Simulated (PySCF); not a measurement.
Compound: H3SiCHF2, CH4F2Si.
Atom-mapped SMILES: `[F:1][CH:2]([F:3])[SiH3:4]` (hydrogens: H5 on C2; H6, H7, H8 on Si4)

Cartesian coordinates in Å at the GFN2-xTB level; atoms count from 1:
```xyz
8
CH4F2Si angstrom
F     -1.3878    1.0370   -0.7630
C     -0.9361    0.0261    0.0330
F     -1.4352   -1.1247   -0.5019
Si     1.0010   -0.0149    0.0435
H     -1.4215    0.1548    1.0111
H      1.3583   -1.1490    0.8911
H      1.4123    1.2694    0.6036
H      1.4180   -0.1893   -1.3420
```

IAO charges (e) from the PBE0/pcSseg-1 density (PySCF), one withheld:

```
atom     bonded to   charge
  F1            C2  -0.3058
  C2  F1 F3 Si4 H5        ?
  F3            C2  -0.3058
 Si4   C2 H6 H7 H8  +0.5941
  H5            C2  +0.1412
  H6           Si4  -0.1091
  H7           Si4  -0.1091
  H8           Si4  -0.0959
```

Problem. What is the charge on C2?

Solution. The charges add up to the total charge, 0. The others sum to -0.1904, which leaves +0.1904 e for C2 (CHF2 carbon); the computed value is +0.1905, the difference coming from rounding.

Problem. Add each hydrogen's charge to the atom that carries it.

Solution. C2 +0.3317, Si4 +0.2800. Atoms without hydrogen keep their charges.

Problem. Across which bond do the charges differ most?

Solution. Si4–H6: +0.5941 on Si4 against -0.1091 on H6, a difference of 0.7032 e (Si4–H7 within 0.003 e of it). The lower charge is on the more electronegative element of the two (Pauling values: H 2.20, Si 1.90).

Problem. Take the bonds between elements whose Pauling electronegativities differ by more than 0.25. In how many does the more electronegative atom carry the lower charge?

Solution. In 6 of 7; it doesn't in C2–H5.

Problem. How much positive and how much negative charge does this set hold in all?

Solution. +0.9258 e on 3 atoms and -0.9257 e on 5.

The IAO scheme projects the occupied orbitals on a minimal set of polarised atomic orbitals and counts the electrons in each atom's part of it. Isolated species at its GFN2-xTB geometry, gas phase.
